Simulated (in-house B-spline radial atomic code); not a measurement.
The numbers below are computed, except where a source is named.
## Softness against transferability: the 4p channel of Cd

Cd, [Kr] 4d10 5s2, non-relativistic LDA (VWN5), spherical and spin-unpolarised, from a B-spline radial code for spherical atoms (atomic units). The all-electron 4p level is ε = -2.395260 hartree, its outermost node lies just inside 0.45 bohr and its outer maximum at 0.85 bohr.

Troullier-Martins pseudo-orbitals are made for several radii. The cutoffs (hartree) are the plane-wave energies beyond which the orbital holds less than the named kinetic energy per electron. The phase error is the difference, pseudo minus all-electron, of arctan(R P'/P) at R = 1.49 bohr for all radii, half a hartree below and above the level.

| r_c (bohr) | V_l(0) (hartree) | cutoff for 10 mEh | for 1 mEh | for 0.1 mEh | phase error at ε − 0.5 (mrad) | at ε + 0.5 (mrad) |
| --- | --- | --- | --- | --- | --- | --- |
| 0.64 | -114.13 | 315 | > 450 | > 450 | -11.5 | -2.2 |
| 0.74 | -38.39 | 98.6 | 184 | 390 | -4.3 | -0.7 |
| 0.85 | -5.97 | 37 | 85 | 153 | -2.6 | -0.4 |
| 0.96 | -0.84 | 38.4 | 76.9 | 99.1 | -2.1 | -0.3 |
| 1.07 | -2.73 | 35.6 | 69.6 | 90.9 | -2.7 | -0.4 |
| 1.19 | -5.23 | 30.4 | 43.1 | 75.9 | -4.8 | -0.7 |

**Question.** Which radius needs the lowest cutoff for 1 mEh while both phase errors stay within 4.4 mrad?

**Answer.** The radii within that limit are 0.74, 0.85, 0.96, 1.07 bohr; of these r_c = 1.07 needs the least, 69.6 hartree, that is 139 Ry or 1894 eV.
